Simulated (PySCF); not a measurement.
Calculation: B3LYP-D3(BJ)/def2-TZVP // PBE0-D4/def2-SVP (PySCF). All species are isolated molecules in the gas phase. One relaxed conformer stands for a flexible species; it need not be the lowest. B3LYP has the VWN-RPA correlation part, as in Gaussian. Excitations are Tamm–Dancoff values on a coarser integration grid. The basis has no diffuse functions, so Rydberg states are missing or too high.

Reference species (SMILES): `C1[C@H]2[C@@H]([C@H](B)[C@@H]1CC2)C=O` (neutral, multiplicity 1).

| Quantity | Value |
|---|---|
| S1 oscillator strength | 0.000 |
| S1–T1 gap (TDA) | 0.60 eV |
| S1 excitation (TDA) | 4.29 eV |

Changed species: `[C@@H]12[C@@H](C[C@H](C[C@H]2C=O)C1)B`.

Give the shifts of the S1 oscillator strength, S1–T1 gap (TDA) and S1 excitation (TDA).

the S1 oscillator strength is nearly the same; the S1–T1 gap (TDA) decreases by 0.06 eV, to 0.54 eV; the S1 excitation (TDA) drops by 0.06 eV, to 4.23 eV.
